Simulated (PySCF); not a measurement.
**From computed data to an observable: oscillator strength and radiative lifetime**

Se(Et)(OMe) (C3H8OSe), SMILES CC[Se]OC.

Geometry optimised at TPSSh-D3(BJ)/def2-SVP. The values are those of a single conformer.

TDA-PBE/def2-SVPD (PySCF) puts the first singlet state with f over 0.02 at 5.15 eV (vertical), with the transition dipole (0.366, -0.090, 0.486) in atomic units.

Task: Find the oscillator strength, the wavelength and the radiative lifetime that this transition would have in vacuum if emission retraced absorption.

Result: 
|μ|² = 0.3783 au, so |μ| = 1.56 D. ΔE = 5.15/27.211 = 0.1893 hartree. f = (2/3) ΔE |μ|² = 0.048 (the program prints 0.048).
λ = 1239.84/5.15 = 241 nm; ν = 41538 cm⁻¹.
Einstein's coefficient A = 0.6670 ν² f s⁻¹ (ν in cm⁻¹) = 5.5e7 s⁻¹, so τ = 1/A = 18 ns. This state is S4; the lower singlets have f = 0.000, 0.008, 0.008. The figure is the radiative limit of this one transition; relaxation, internal conversion, crossing to triplets and a medium change what is measured.
